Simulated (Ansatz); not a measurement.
C7H10, SMILES `C=CC1(C=C)CC1`, 17 atoms. Charge 0, multiplicity 1. Hardware: A = 2 threads of an AMD EPYC 7R13 on a shared host and a share of an NVIDIA H100 80 GB; B = 2 threads of an AMD EPYC 7R13 on a shared host. Correlated methods freeze the cores. Open-shell runs search over several starts.

Task: Give the basis size and wall time and peak host memory of each of these runs in Ansatz. UKS ωB97X-V/def2-TZVPP energy of the cation [A]; RKS LC-ωPBE/def2-TZVPP energy [A]; RHF-CCSD(T)/def2-TZVPP energy [A]; UKS B2PLYP (frozen core)/def2-TZVPP energy of the cation [A]; UHF-CCSD(T)/def2-TZVPP energy of the cation [A]; UKS B3LYP-D4/def2-TZVPP energy of the cation [A]; UHF-MP2/def2-QZVPP energy of the cation [A]; RKS ωB97M-V/def2-SVP energy [B]; RHF-CCSD(T)/def2-SVP energy [A]; UKS PBE-D4/def2-TZVPP energy of the cation [A]; UKS ωB97M-V/def2-TZVPP energy of the cation [A]; RKS PBE0-D4/def2-QZVPP energy [A]. (An estimate is asked.)

Result: Ansatz gave: Other jobs shared the machine, so times are rough.

```csv
level,job,functions,wall time,peak host memory (GiB)
RKS PBE0-D4/def2-QZVPP,energy [A],699,4.6 s,1.2
RHF-CCSD(T)/def2-SVP,energy [A],148,5.5 s,0.8
RKS LC-ωPBE/def2-TZVPP,energy [A],357,6 s,0.93
RKS ωB97M-V/def2-SVP,energy [B],148,8.5 s,0.79
UKS PBE-D4/def2-TZVPP,energy of the cation [A],357,11 s,1
UKS B2PLYP (frozen core)/def2-TZVPP,energy of the cation [A],357,11 s,1.8
UKS B3LYP-D4/def2-TZVPP,energy of the cation [A],357,13 s,0.96
UKS ωB97X-V/def2-TZVPP,energy of the cation [A],357,17 s,1.2
UKS ωB97M-V/def2-TZVPP,energy of the cation [A],357,20 s,1.2
RHF-CCSD(T)/def2-TZVPP,energy [A],357,22 s,0.89
UHF-MP2/def2-QZVPP,energy of the cation [A],699,36 s,1.5
UHF-CCSD(T)/def2-TZVPP,energy of the cation [A],357,2.5 min,2.3
```

B3LYP here is the variant with VWN-RPA as its local correlation; programs differ in this. LC-ωPBE has ω = 0.4 bohr⁻¹.
